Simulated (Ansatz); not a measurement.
`FCOC(F)CF` and `CC(F)OCF` differ in one atom or group.

Ansatz, PBE0-D4/def2-TZVP geometries, multiplicity 1. Each molecule was computed in one conformer, which needn't be the lowest.

```tsv
property	`FCOC(F)CF`
LUMO energy (PBE0/def2-TZVPP) / eV	1.48
HOMO energy (B3LYP/def2-TZVPP) / eV	-9.34
size of the dipole moment (B3LYP/def2-TZVPP) / D	1.74
HOMO energy (PBE0/def2-TZVPP) / eV	-9.55
LUMO energy (ωB97M-V/def2-TZVPP) / eV	3.04
HOMO–LUMO gap (ωB97M-V/def2-TZVPP) / eV	15.01
```

(1) Give the same properties after the change, and the shifts. (An estimate is asked.)

Results:

(1) Ansatz gave: 
```json
{"property": "LUMO energy (PBE0/def2-TZVPP) / eV", "`CC(F)OCF`": "1.54", "shift": "0.06"}
{"property": "HOMO energy (B3LYP/def2-TZVPP) / eV", "`CC(F)OCF`": "-9.05", "shift": "0.29"}
{"property": "size of the dipole moment (B3LYP/def2-TZVPP) / D", "`CC(F)OCF`": "0.56", "shift": "-1.18"}
{"property": "HOMO energy (PBE0/def2-TZVPP) / eV", "`CC(F)OCF`": "-9.28", "shift": "0.27"}
{"property": "LUMO energy (ωB97M-V/def2-TZVPP) / eV", "`CC(F)OCF`": "2.99", "shift": "-0.05"}
{"property": "HOMO–LUMO gap (ωB97M-V/def2-TZVPP) / eV", "`CC(F)OCF`": "14.70", "shift": "-0.31"}
```

With PBE0 the HOMO rises by 0.27 eV and the LUMO rises by 0.06 eV, so the gap narrows by about 0.21 eV. PBE moves the HOMO by 0.25 eV and ωB97M-V by 0.27 eV. Dipoles are sizes alone; their direction can turn.

Positive LUMOs are unbound, so they and the gaps depend on the basis.

B3LYP here is the variant with VWN-RPA as its local correlation; programs differ in this.
